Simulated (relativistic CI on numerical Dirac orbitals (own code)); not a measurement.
What each ingredient does to the levels of Pm¹⁸⁺

Base calculation: Dirac-Coulomb-Breit CI, separate exchange-only KLI orbitals for each configuration, model QED, unscaled Slater integrals.

Configurations in the expansion (outside the closed core [Ar] 3d10): 4s2.4p6.4d7, 4s2.4p5.4d8, 4s2.4p6.4d6.4f, 4s.4p6.4d8, 4s2.4p5.4d7.4f, 4s2.4p6.4d6.5s, 4s2.4p6.4d6.5p, 4s.4p6.4d7.4f, 4s2.4p6.4d5.4f.5s, 4s2.4p6.4d6.5d, 4s2.4p6.4d5.5s.5p, 4s2.4p5.4d7.5s, 4s2.4p6.4d6.5f, 4s2.4p6.4d6.6s, 4s2.4p6.4d6.6p, 4s.4p6.4d7.5s, 4s2.4p6.4d6.7s, 4p6.4d8.4f, 4p6.4d9, 4p5.4d10, 4p5.4d9.4f, 4s2.4p6.4d5.5s2, 4s2.4p6.4d4.4f.5s2, 4s2.4p5.4d5.4f.5s2, 4s2.4p6.4d4.5s2.5p, 4p6.4d8.5s, 4p5.4d9.5s, 4p5.4d8.4f.5s, 4p6.4d7.5s2, 4p5.4d8.5s2, 4p6.4d6.4f.5s2, 4p5.4d7.4f.5s2, 4p6.4d6.5s2.5p. Double excitations out of closed p, d and f shells are left out; levels of such configurations are missing from the list, as are those of other unlisted configurations, and high levels can miss mixing partners.

The lowest level and the first level of each name with at least 55 % of one term (blank where a level has no safe partner in the second run):

| Level | Base (cm⁻¹) | Shift (cm⁻¹) |
| --- | --- | --- |
| 4s2.4p6.4d7 4F_9/2 | 0 | 0 |
| 4s2.4p6.4d7 4F_7/2 | 34974 | -34974 |
| 4s2.4p6.4d7 4P_5/2 | 59201 | -26907 |
| 4s2.4p6.4d7 4P_1/2 | 68227 | -35933 |
| 4s2.4p6.4d7 2H_11/2 | 73242 | -30010 |
| 4s2.4p6.4d7 2G_7/2 | 80517 | -46354 |
| 4s2.4p6.4d7 2D_5/2 | 98770 | -46784 |
| 4s2.4p6.4d7 2F_5/2 | 103781 | -28123 |
| 4s2.4p6.4d7 2H_9/2 | 110912 | -67680 |
| 4s2.4p6.4d7 2P_1/2 | 111644 | -68133 |
| 4s2.4p6.4d7 2F_7/2 | 128033 | -52376 |
| 4s2.4p6.4d7 2D_3/2 | 132086 | -80100 |
| 4s2.4p5.4d8 4G°_11/2 | 930640 | -52972 |
| 4s2.4p5.4d8 4F°_9/2 | 943247 |  |

At this charge energies of transitions that change n are usually good to better than 1 %, and those within a shell (Δn = 0) to a few per cent. Terms inside the open d or f shell come out 10 to 20 % too wide with unscaled integrals.

Problem. One thing was changed in a second run, which moved the levels as shown. Which?
A. QED terms removed
B. non-relativistic limit
C. Breit term removed
D. configuration mixing switched off

Solution. B. Non-relativistic limit. Without relativity the fine structure collapses and s electrons lose their extra binding.

LS names give the leading component of a level, which can be under half, so a name can repeat, a term be missing and a line seem to break the LS rules.
